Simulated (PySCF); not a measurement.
CH$_{4}$N (SMILES [CH2-]N), charge -1, singlet, at a GFN2-xTB geometry (in this run its highest filled SCF level lies above zero, so its values depend strongly on the basis, on diffuse functions most of all); PySCF with WB97X/def2-SVP, TDDFT.

Here is a job for PySCF.
```python
from pyscf import gto, scf, dft, tdscf

mol = gto.M(
    atom='''
C    -0.08198403    0.82858640   -0.00681169
N     0.04689124   -0.73190230    0.00619811
H    -0.49812098   -1.02854792    0.82390464
H    -0.50963896   -1.04302318   -0.79826373
H     0.59202741    1.11962037    0.87526805
H     0.57939804    1.10374838   -0.90342560
''',
    basis='def2-svp',
    charge=-1,
    verbose=3,
)

mf = dft.RKS(mol)
mf.xc = 'wb97x'
mf.kernel()
td = mf.TDDFT()
td.nstates = 10
td.kernel()
td.analyze()
```

It wrote (shortened):

```
converged SCF energy = -95.0407242543855
Excitation energies (eV)
[3.47988854 4.71603434 5.22167212 6.23305317 7.72306462 8.22811304
 8.90482262 9.52577915 9.60014763 9.95201703]

** Singlet excitation energies and oscillator strengths **
Excited State   1:      3.47989 eV    356.29 nm  f=0.0049
Excited State   2:      4.71603 eV    262.90 nm  f=0.0283
Excited State   3:      5.22167 eV    237.44 nm  f=0.0113
Excited State   4:      6.23305 eV    198.91 nm  f=0.0422
Excited State   5:      7.72306 eV    160.54 nm  f=0.0660
Excited State   6:      8.22811 eV    150.68 nm  f=0.0581
Excited State   7:      8.90482 eV    139.23 nm  f=0.0270
Excited State   8:      9.52578 eV    130.16 nm  f=0.0040
Excited State   9:      9.60015 eV    129.15 nm  f=0.1247
Excited State  10:      9.95202 eV    124.58 nm  f=0.3100
```
